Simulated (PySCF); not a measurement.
Method: B3LYP-D3(BJ)/def2-TZVP in PySCF. All species are isolated molecules in the gas phase. One relaxed conformer stands for a flexible species; it need not be the lowest. B3LYP has the VWN-RPA correlation part, as in Gaussian. Excitations are Tamm–Dancoff values on a coarser integration grid. The basis has no diffuse functions, so Rydberg states are missing or too high.

Reference species (SMILES): `SB` (neutral, multiplicity 1).

| Quantity | Result |
|---|---|
| S1 excitation (TDA) | 6.15 eV |
| HOMO–LUMO gap | 6.68 eV |
| HOMO | -8.19 eV |

Changed species: `C(S)#CC` (X = propynyl; the reference has X = boryl).

**Question.** Give the shifts of the S1 excitation (TDA), HOMO–LUMO gap and HOMO.

**Answer.** the S1 excitation (TDA) decreases by 1.42 eV, to 4.73 eV; the HOMO–LUMO gap decreases by 0.62 eV, to 6.06 eV; the HOMO goes up by 1.91 eV, to -6.28 eV.
